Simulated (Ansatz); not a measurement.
Reaction (redistribution): `O[SiH2]CCl` + `OBOBF` → `O[SiH2]OBF` + `OBCCl`

Program: Ansatz. Geometries: PBE0-D4/def2-TZVP. ΔE: electronic, gas phase. CCSD(T)/CBS is the MP2 limit (def2-TZVPP, def2-QZVPP) plus CCSD(T) − MP2 in def2-TZVPP, frozen cores. Functionals use def2-TZVPP. Each species was taken in one conformer, which may not be the lowest.

| level | ΔE (kcal/mol) |
| --- | --- |
| r2SCAN-D4 | -3.3 |
| ωB97X-V | -3.4 |
| PBE | -2.8 |
| BLYP | -3.2 |

**Question.** What does CCSD(T)/CBS give? (Estimate.)

**Answer.** Computed: -3.5 kcal/mol. The listed levels differ from it by 0.2, 0.1, 0.7, 0.3 kcal/mol.

**Question.** What do rigid-rotor, harmonic-oscillator terms from PBE0-D4/def2-TZVP frequencies (298.15 K, 1 bar) make of the CCSD(T)/CBS value? (Estimate.)

**Answer.** The calculation gave: ΔZPE = +0.1 kcal/mol, ΔH = -3.5 kcal/mol, ΔS = 0 J/(mol·K), ΔG = -3.5 kcal/mol.

Largest T1 diagnostic among the species: 0.014.

At CCSD(T), def2-SVP lies +3.6 kcal/mol from the extrapolated value and def2-TZVPP −0.1 kcal/mol. Leaving LDA and LC-ωPBE aside and taking each functional with its dispersion term where it has one, the values, not all of them listed here, spread over 1.4 kcal/mol, from B2PLYP to revPBE-D4.
